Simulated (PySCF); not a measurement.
# Property card for `C=CCC[Si+](C)C`

C6H13Si (charge +1).
SMILES with atom numbers: `[CH2:1]=[CH:2][CH2:3][CH2:4][Si+:5]([CH3:6])[CH3:7]` (hydrogens: H8, H9 on C1; H10 on C2; H11, H12 on C3; H13, H14 on C4; H15, H16, H17 on C6; H18, H19, H20 on C7)

Geometry (GFN2-xTB, Å), atoms numbered from 1 in this order:
```xyz
20
C6H13Si angstrom
C      1.644   -0.579    0.990
C      1.678    0.544    0.278
C      1.496    0.582   -1.207
C      0.002    0.885   -1.458
Si    -0.936   -0.025   -0.076
C     -1.309   -1.864   -0.278
C     -1.621    0.933    1.396
H      1.640   -1.549    0.521
H      1.725   -0.572    2.063
H      1.766    1.501    0.774
H      1.761   -0.381   -1.642
H      2.121    1.348   -1.664
H     -0.169    1.963   -1.396
H     -0.289    0.582   -2.465
H     -0.730   -2.316   -1.084
H     -1.100   -2.422    0.635
H     -2.361   -2.023   -0.510
H     -2.662    1.208    1.228
H     -1.593    0.340    2.310
H     -1.070    1.855    1.583
```

Some functional groups and rings: C=C double bond and C–Si bond.

From GFN2-xTB geometry:

| Quantity | Value |
| --- | --- |
| Point group of the GFN2-xTB geometry | C1 |
| Rotational constants A, B, C of the GFN2-xTB geometry | 2.500, 1.604, 1.575 GHz |

PBE0/def2-SVPD ground state and vertical TDDFT (core frozen in the response) (PySCF):

| Item | Value |
| --- | --- |
| HOMO energy | -12.63 eV |
| LUMO energy | -6.46 eV |
| HOMO–LUMO gap | 6.17 eV |
| Lowest singlet excitation | 5.10 eV (243 nm, f = 0.072) |
| Strongest line among the 6 lowest singlet transitions | S1 at 5.10 eV (243 nm, f = 0.072) |
| Lowest triplet excitation (Tamm–Dancoff) | 4.33 eV |
| Static isotropic polarisability | 90.9 au |
| Electronic spatial extent ⟨r²⟩ about the centre of nuclear charge | 1007 bohr² |

**PBE0/pcSseg-1 ground state and GIAO shieldings, non-relativistic (PySCF)**

| Property | Result |
| --- | --- |
| Lowest Hirshfeld atomic charge | -0.18 e on C6/C7 |
| Highest Hirshfeld atomic charge | +0.62 e on Si5 |
| 13C chemical shifts (computed TMS as zero) by class | 166.4 (C2), 125.9 (C1), 30.5 (C3), 26.4 (C4), 13.8 (C6/C7) ppm |
| 1H chemical shifts (computed TMS as zero) by class | 7.70 (H10), 6.03 (H8), 5.76 (H9), 3.08 (H11/H12), 2.53 (H13/H14), 1.87 (H15/H16/H17/H18/H19/H20) ppm |
| Isotropic shieldings of nuclei other than C and H, by class | 70 (Si5) ppm |
| Mayer bond orders between heavy atoms | C1–C2 1.75, C2–C3 1.00, C3–C4 1.01, C4–Si5 0.95, Si5–C6 1.03, Si5–C7 1.04 |

Monoisotopic mass of the ion (most abundant isotopes, electron mass counted): 113.0781 u.

The largest Löwdin shares of the LUMO are 0.47 on Si5, 0.10 on C6, 0.09 on C2 and 0.09 on C7. The vertical singlet–triplet gap S1 − T1 is 0.77 eV (TDDFT singlet less Tamm–Dancoff triplet; S1: HOMO→LUMO, weight 0.94; T1: HOMO→LUMO, weight 0.81). S1 lies 1.07 eV below the HOMO–LUMO gap; its leading configuration is HOMO→LUMO, weight 0.94. The rotational constants make it an asymmetric top with κ = (2B − A − C)/(A − C) = -0.94, nearer the prolate limit (−1). The principal polarisabilities are 85.8, 89.1 and 97.6 au; their mean is the isotropic value. The polarisability is 13.47 Å³ as a volume (1 au = 0.148185 Å³), or 1.47 au for each of the 62 electrons.

The structure is a single GFN2-xTB conformer in the gas phase; no vibrational or solvent corrections. NMR classes are plain means over equivalent atoms (diastereotopic ones count apart unless rotation or inversion swaps them), as if these changed places fast; in this geometry the members of some classes differ.

For the TDDFT job (PBE0/def2-SVPD), time: 21 s; peak memory 1.1 GiB. Hardware: one thread, AMD EPYC 9R45 (x86_64), shared host with 96 logical CPUs at a one-minute load of 36.
